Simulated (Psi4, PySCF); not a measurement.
Psi4 was given this input:
```
memory 2 GB

molecule {
0 1
C    -0.00000000   -0.00000000   -0.58034761
C     0.00000000    0.00000000    0.58034761
}

set {
  basis def2-tzvp
  freeze_core true
  mp2_type conv
  scf_type pk
  puream true
  d_convergence 1e-8
}

energy('mp2')
print_variables()
```

Task: Give the equivalent PySCF input.

Result: This is not unique; one that fits is 
```python
from pyscf import gto, scf, mp

mol = gto.M(
    atom='''
C    -0.00000000   -0.00000000   -0.58034761
C     0.00000000    0.00000000    0.58034761
''',
    basis='def2-tzvp',
    verbose=4,
)

mf = scf.RHF(mol)
mf.kernel()

pt = mp.MP2(mf, frozen=2)
pt.kernel()
print('E(MP2) = %.10f' % pt.e_tot)
```

Both were run: Psi4 gave -75.741168 Eh and PySCF -75.741168 Eh, 0.000 mEh apart.
